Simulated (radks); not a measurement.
Results of a calculation; reference values are marked as such.
Excited configurations of neutral lead: one electron is placed in a higher orbital outside [Hg] 6p1. The ground configuration is [Hg] 6p2. Level of theory: scalar-relativistic Kohn-Sham, PBE, spin-polarised, spherical densities, point nucleus; open shells are filled with parallel spins first (spin-orbit coupling, left out, can overturn this in heavy ions) (a radial shooting solver on a logarithmic mesh with Libxc functionals). Excitation = E - E(ground); binding = E(ion) - E, where the ion is the core of charge +1; n* = 1/sqrt(2 binding) in atomic units, and the quantum defect is n - n*.

outer orbital,excitation (eV),binding (eV),n*,eigenvalue (eV)
5f,6.013,0.973,3.739,-0.475
6d,5.117,1.869,2.698,-0.760
6f,6.300,0.686,4.453,-0.405
7s,3.704,3.282,2.036,-1.938
7p,4.821,2.165,2.507,-1.250
7d,5.799,1.187,3.386,-0.674
7f,6.480,0.506,5.187,-0.322

The Delta-SCF ionisation energy is 6.986 eV (NIST Atomic Spectra Database: 7.417 eV, measured). Self-interaction in the functional shifts the binding energies and quantum defects, so they are the method's values and not measured ones. Open shells are spherical and high-spin; term and fine-structure splittings are not resolved. Spin-orbit splitting is averaged out at the scalar-relativistic level.
